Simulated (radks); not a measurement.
Spin polarisation of the 5d1 shell in neutral lanthanum. Start: [Xe] 5d(up 0.5, down 0.5) 6s2; electrons of 5d are moved from spin down to spin up, other shells keep equal spins. All-electron calculation, non-relativistic Kohn-Sham, PBEsol, spin-polarised, spherical densities, point nucleus. Program: a radial shooting solver on a logarithmic mesh with Libxc functionals.

moment (Bohr magnetons),E - E(0) (eV),e(5d up) (eV),e(5d down) (eV),6s down minus up (eV),5p down minus up (eV)
0,0.000,-3.739,-3.739,0.000,0.000
0.25,-0.008,-3.802,-3.673,0.068,0.107
0.5,-0.032,-3.861,-3.604,0.136,0.214
0.75,-0.072,-3.918,-3.532,0.204,0.322
1,-0.129,-3.971,-3.456,0.272,0.429

At moment 1 the spin-polarisation energy is -0.129 eV and the 5d exchange splitting 0.515 eV, that is 0.515 eV per Bohr magneton; E = -I m^2/4 would give I = 0.515 eV.
